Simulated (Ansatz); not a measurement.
Question: Predict a relaxed structure of RuO₄, charge 0, singlet, at PBE-D4/def2-SVP (Ansatz).

Answer: 
```xyz
5

Ru    0.0000    0.0000    0.0000
O     1.1212    1.2556    0.1939
O    -0.9221   -0.1571    1.4129
O     0.8227   -1.4503   -0.3017
O    -1.0218    0.3517   -1.3051
```
Point group Td (tolerance 0.1 Å). The metal has 4 neighbours: O 1.69 Å, O 1.69 Å, O 1.69 Å, O 1.69 Å. This is one stationary point.

In the def2 sets Ru takes a core potential; there is no spin–orbit coupling. The restricted singlet is unstable towards broken spin symmetry at other levels; at PBE-D4/def2-SVP this wasn't settled.
